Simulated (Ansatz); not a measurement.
[PrCl6]3- (PrCl₆³⁻). Total charge -3; triplet. Geometry PBE0-D4/def2-SVP; atoms count from 1.

Cartesian coordinates in Å:
```
Pr 0.0000 0.0000 0.0000
Cl 1.5754 -1.6583 1.6139
Cl -1.5752 1.6585 -1.6139
Cl -0.4060 -2.1201 -1.7823
Cl 0.4058 2.1201 1.7824
Cl 2.2877 0.7721 -1.4396
Cl -2.2878 -0.7723 1.4395
```

In the def2 sets Pr takes a core potential; there is no spin–orbit coupling. With an open 4f shell the SCF may have ended on a state above the lowest. A multiply charged anion in the gas phase is held together partly by the finite basis. Removing one electron lowers the energy by 1.79 eV at PBE0-D4/def2-TZVP, so it isn't bound. The highest occupied level of the charge -3 triplet lies above zero (up to 3.17 eV). By energy differences it is unbound by 3.45 eV (vertical, to the charge -2 doublet, at PBE-D4/def2-TZVP) and held by the finite basis. No other spin state of charge -3 was run.

Question: Estimate the Mulliken populations from the PBE0/def2-TZVP orbitals of Ansatz.

Answer: 
```json
{"atom": "Pr1", "charge (e)": "1.48", "spin (α − β)": "2.04", "d electrons": "10.80"}
{"atom": "Cl2", "charge (e)": "-0.74", "spin (α − β)": "-0.01", "d electrons": "–"}
{"atom": "Cl3", "charge (e)": "-0.74", "spin (α − β)": "-0.01", "d electrons": "–"}
{"atom": "Cl4", "charge (e)": "-0.74", "spin (α − β)": "-0.01", "d electrons": "–"}
{"atom": "Cl5", "charge (e)": "-0.74", "spin (α − β)": "-0.01", "d electrons": "–"}
{"atom": "Cl6", "charge (e)": "-0.75", "spin (α − β)": "-0.01", "d electrons": "–"}
{"atom": "Cl7", "charge (e)": "-0.75", "spin (α − β)": "-0.01", "d electrons": "–"}
```
Mulliken values and Mayer orders depend strongly on the basis.

Question: Where does the spin sit?

Answer: Summed by element: Pr 2.04, Cl -0.04, of 2 unpaired in all. Largest on single atoms: Pr1 2.04, Cl2 -0.01, Cl3 -0.01.

Question: And the Mayer bond orders between bonded heavy atoms (over 0.3)?

Answer: Pr1–Cl2 0.48 (2.80 Å); Pr1–Cl3 0.48 (2.80 Å); Pr1–Cl4 0.48 (2.80 Å); Pr1–Cl5 0.48 (2.80 Å); Pr1–Cl6 0.47 (2.81 Å); Pr1–Cl7 0.47 (2.81 Å).
